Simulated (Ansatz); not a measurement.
Harmonic frequencies (cm⁻¹) at PBE0-D4/def2-TZVP from Ansatz: 114, 173, 237, 270, 319, 464, 494, 561, 1018, 1092, 1114, 1156, 1238, 1300, 1440, 1462, 1466, 1468, 1499, 1516, 1965, 2946, 2953, 2972, 2984, 3086, 3088.

**Question.** Which molecule is it?
A. `C[O][Zn][O][SiH3]`
B. `C[CH2][Zn][NH2]`
C. `C[N](C)[ZnH]`
D. `C[S][Zn][S]C`

**Answer.** C.
